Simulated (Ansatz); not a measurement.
Basis sets compared for GeHMe2F (C2H7FGe). The state is a singlet with charge 0. Geometry PBE0-D4/def2-SVP. Ansatz on 4 threads of Intel Xeon Platinum 8259CL on a shared host; times are rough, and most runs start from earlier orbitals.

```xyz
11

Ge    0.494    0.061    0.512
H     0.675   -0.403    1.972
C    -0.983    1.299    0.302
H    -1.934    0.809    0.564
H    -1.041    1.642   -0.741
H    -0.849    2.174    0.954
C     0.433   -1.419   -0.738
H     1.333   -2.042   -0.643
H     0.375   -1.038   -1.768
H    -0.451   -2.047   -0.546
F     1.948    0.964    0.131
```

Binding counts from free atoms (Ge triplet, H doublet, C triplet, F doublet) in the same basis, without a counterpoise term.

```tsv
level	functions	energy (Eh)	HOMO (eV)	LUMO (eV)	binding per atom (eV)	wall time
PBE-D4/def2-SVP	109	-2256.3927	-7.15	0.30	3.76	0.8 s
PBE0-D4/def2-SVP	109	-2256.4699	-8.63	1.21	3.72	1.3 s
```

Task: Estimate the rows for PBE-D4/def2-TZVP, PBE0-D4/def2-TZVP (with forces).

Result: 
```
                          level  functions  energy (Eh)  HOMO (eV)  LUMO (eV)  binding per atom (eV)  wall time
               PBE-D4/def2-TZVP        183   -2256.8740      -7.31       0.03                   3.74      1.3 s
PBE0-D4/def2-TZVP (with forces)        183   -2256.9461      -8.69       0.94                   3.70      2.9 s
```
